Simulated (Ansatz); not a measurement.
Single points on Mg₉S₉ (started as a model of: Mg9S9 zinc blende bond rod).

```yaml
crystal:
  periodic: [false, false, false]
  atoms:
    - {symbol: Mg, position_ang: [-2.167247, -2.181590, -0.501177]}
    - {symbol: Mg, position_ang: [-1.753623, 0.756334, -2.460880]}
    - {symbol: Mg, position_ang: [-2.089115, 0.793875, 0.749483]}
    - {symbol: Mg, position_ang: [0.767980, -1.749437, -2.460158]}
    - {symbol: Mg, position_ang: [0.807137, -2.083916, 0.750302]}
    - {symbol: Mg, position_ang: [1.282031, 1.290050, -1.499827]}
    - {symbol: Mg, position_ang: [0.347845, 2.872845, 1.154030]}
    - {symbol: Mg, position_ang: [2.870121, 0.366770, 1.154737]}
    - {symbol: Mg, position_ang: [-0.065133, -0.064945, 3.113380]}
    - {symbol: S, position_ang: [-3.458530, -0.276434, -1.143141]}
    - {symbol: S, position_ang: [-0.253659, -3.460805, -1.142135]}
    - {symbol: S, position_ang: [0.271990, 0.272824, -3.632435]}
    - {symbol: S, position_ang: [-1.473349, -1.482403, 1.724018]}
    - {symbol: S, position_ang: [-0.927910, 2.395059, -0.862397]}
    - {symbol: S, position_ang: [-1.164980, 2.033387, 2.802033]}
    - {symbol: S, position_ang: [2.400805, -0.912408, -0.861525]}
    - {symbol: S, position_ang: [2.040311, -1.151376, 2.802752]}
    - {symbol: S, position_ang: [2.565317, 2.582169, 0.312940]}
basis:
  gaussian: {orbitals: def2-TZVP, fitting: {mean_field: def2-universal-jkfit}, initial_orbitals: start.molden}
hamiltonian: {xc: r2scan, dispersion: d4}
scf: {omitted_lower_state_checks: [starts]}
output: {orbitals: {seedname: orbitals}}
```

The file start.molden holds the orbitals of an earlier run on this structure, at another level or in another basis.

```sh
$ ansatz run in.yaml --threads 2 --pin off --events-out ev --progress --plain --max-ram 22528MiB --backend cuda --devices 0, --max-vram 18GiB
```

Shortened log:

```
Functional definition: r2SCAN
2160 factors; integrals over basis functions are off by at most 7.6e-1 eV
mean field evaluation 1: about -146542.0236 eV, gradient 1.8e1 eV
mean field evaluation 2: about -146542.1296 eV, gradient 2.1e-1 eV
mean field evaluation 4: about -146542.1044 eV, gradient 5.5e-4 eV
mean field -146542.10444685 eV, -5385.3230086156 hartree, gradient 1.4e-5 eV, S^2 0.000000; 0 other end points of the search recorded, 0 dependent functions left out
reference -146542.10447474 eV, -5385.3230096406 hartree; 126, 126 occupied and 495, 495 virtual orbitals, 2160 factors
Total energy: -146542.57933977 eV, -5385.3404606085 hartree
Checks for a lower state left out: starts
```

Run time 6.5 s (2 threads of AMD EPYC 7R13 on a shared host and a share (18 GiB) of an NVIDIA H100 80GB HBM3), peak host memory 1.1 GiB.

As the first input, with `gaussian: {orbitals: def2-SVP, initial_orbitals: start.molden}`, `hamiltonian: {xc: pbe0, dispersion: d4}` (abridged; 4.4 s):

```
Functional definition: PBE0
mean field -146444.34623706 eV, -5381.7304606689 hartree, gradient 1.1e-5 eV, S^2 0.000000
Total energy: -146445.90435130 eV, -5381.7877203112 hartree
Checks for a lower state left out: starts
```

Geometry: PBE-D4/def2-SVP.

Single mean-field runs in def2-TZVP are fitted with def2-universal-jkfit.
